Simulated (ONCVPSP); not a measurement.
## LDA (Perdew-Wang 92) ONCV dataset for Fe (Z = 26), scalar-relativistic all-electron reference.

```json
{
 "Element": "iron (Fe)",
 "Generator": "ONCVPSP 4.0.1",
 "Type": "optimised norm-conserving Vanderbilt (ONCV)",
 "Functional": "LDA (Perdew-Wang 92)",
 "Relativity": "scalar-relativistic",
 "Frozen core": "[Ne] 3s2",
 "Valence charge": "14",
 "Reference configuration": "3p6 3d6 4s1 4p1",
 "Partial waves": "4s: rc 1.70 bohr, ncon 4, nbas 7, qcut 4.5 1/bohr, 2 projectors, debl 1.5 Ha; 3p+4p: rc 1.40 bohr, ncon 4, nbas 8, qcut 9.6 1/bohr, 2 projectors; 3d: rc 1.10 bohr, ncon 5, nbas 10, qcut 15.2 1/bohr, 2 projectors, debl 3.1 Ha",
 "Local potential": "polynomial inside 0.80 bohr (lpopt 5, dvloc0 0 Ha)",
 "Core correction": "Teter function, fcfact 2.5, rcfact 1.55"
}
```

**Question.** Is a potential produced?

**Answer.** No. ONCVPSP 4.0.1 stopped with "optimize: ERROR ps0norm > uunorm, code will stop": the continuity conditions at rc already need more norm inside rc than the all-electron wave has, so norm conservation cannot be met. It happened in the s channel.
